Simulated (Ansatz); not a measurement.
Program: Ansatz. Geometries: PBE0-D4/def2-TZVP. ΔE: electronic, gas phase. CBS: MP2 limit from def2 TZ/QZ plus the TZ coupled-cluster correction, frozen cores. This one scheme is used for every species. DFT in def2-TZVPP. HSE06 is defined as in plane-wave codes. def2 core potentials past Kr. For Sn outer-core shells are correlated without core-valence functions, which leaves a few kJ/mol of doubt a bond. Each species was taken in one conformer, which may not be the lowest.

Reaction (ligand exchange at the Sn–S bond): `[SH][Sn]([Cl])([Cl])[Cl]` + NH₃ → `[NH2][Sn]([Cl])([Cl])[Cl]` + H₂S

| level | ΔE (eV) |
| --- | --- |
| HSE06-D4 | 0.64 |
| CAM-B3LYP | 0.53 |

What does CCSD(T)/CBS give? (Best estimate.)

Computed: +0.58 eV. The listed levels differ from it by 0.06, -0.05 eV.

Largest T1 diagnostic among the species: 0.011.

Leaving LDA and LC-ωPBE aside and taking each functional with its dispersion term where it has one, the values, not all of them listed here, spread over 0.09 eV, from ωB97X-V to HSE06-D4. At CCSD(T), def2-SVP lies −0.05 eV from the extrapolated value and def2-TZVPP −0.05 eV. The D4 term adds +0.03 eV with B3LYP and +0.02 eV with PBE0; it sums over pairs of atoms, weighted by their polarisabilities, and B3LYP, whose exchange is more repulsive, gets the larger term.

B3LYP here is the variant with VWN-RPA as its local correlation; programs differ in this.
